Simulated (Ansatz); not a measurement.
Reaction (cleavage of the Si–B bond): `BOB[SiH3]` + `O[Si](O)(F)Cl` → `O[Si](F)(Cl)O[SiH3]` + `BOB`

Gas-phase electronic energies from Ansatz, PBE0-D4/def2-TZVP geometries. CCSD(T)/CBS is the MP2 limit (def2-TZVPP, def2-QZVPP) plus CCSD(T) − MP2 in def2-TZVPP, frozen cores. This one scheme is used for every species. DFT in def2-TZVPP. B3LYP here is the variant with VWN-RPA as its local correlation; programs differ in this. One conformer a species, not always the lowest.

`BOB[SiH3]`:

Cartesian coordinates in Å:
```
B -0.509 -2.272 -0.196
O 0.082 -1.099 0.185
B -0.288 0.141 -0.259
Si 0.682 1.798 0.393
H -1.422 -2.248 -0.973
H -0.077 -3.282 0.273
H -1.199 0.213 -1.043
H 1.247 2.526 -0.779
H 1.782 1.511 1.353
H -0.299 2.711 1.047
```

`O[Si](O)(F)Cl`:

```xyz
7

O    -1.143   -0.598   -0.428
Si    0.215    0.217   -0.088
O     0.624   -0.071    1.445
F     1.359   -0.234   -1.087
Cl    0.019    2.217   -0.330
H    -1.468   -0.607   -1.329
H     0.394   -0.924    1.817
```

`O[Si](F)(Cl)O[SiH3]`:

```xyz
10

O     1.956   -0.285   -1.573
Si    1.284   -0.177   -0.110
F     2.047    0.892    0.773
Cl    1.495   -1.976    0.787
O    -0.257    0.263   -0.192
Si   -1.756    0.218    0.486
H     1.821    0.432   -2.195
H    -2.711    0.738   -0.521
H    -2.099   -1.178    0.847
H    -1.780    1.073    1.698
```

`BOB`:

Cartesian coordinates in Å:
```
B 1.172 0.078 0.292
O 0.102 -0.677 -0.096
B -1.155 -0.188 -0.307
H 1.035 1.256 0.466
H 2.217 -0.484 0.441
H -1.998 -0.966 -0.645
H -1.372 0.981 -0.151
```

```csv
level,ΔE (kJ/mol)
r2SCAN-D4,-120.4
B3LYP-D4,-129.1
ωB97X-V,-124.6
PBE,-99.5
HF/def2-TZVPP,-152.1
MP2/def2-TZVPP,-135.2
CCSD(T)/def2-TZVPP,-126.4
CCSD/CBS(def2),-131.3
```

(1) What does CCSD(T)/CBS give? (An estimate is asked.)

Largest T1 diagnostic among the species: 0.013.

Results:

(1) Ansatz gave: -128.0 kJ/mol. The listed levels differ from it by 7.6, -1.1, 3.4, 28.5, -24.1, -7.2, 1.6, -3.3 kJ/mol.

In def2-TZVPP, CCSD(T) changes the Hartree–Fock value by +25.6 kJ/mol (the triples alone add +3.3 kJ/mol) and MP2 by +16.8 kJ/mol. From PBE to PBE0 (25 % exact exchange), in def2-TZVPP and without D4, ΔE moves by −9.9 kJ/mol.
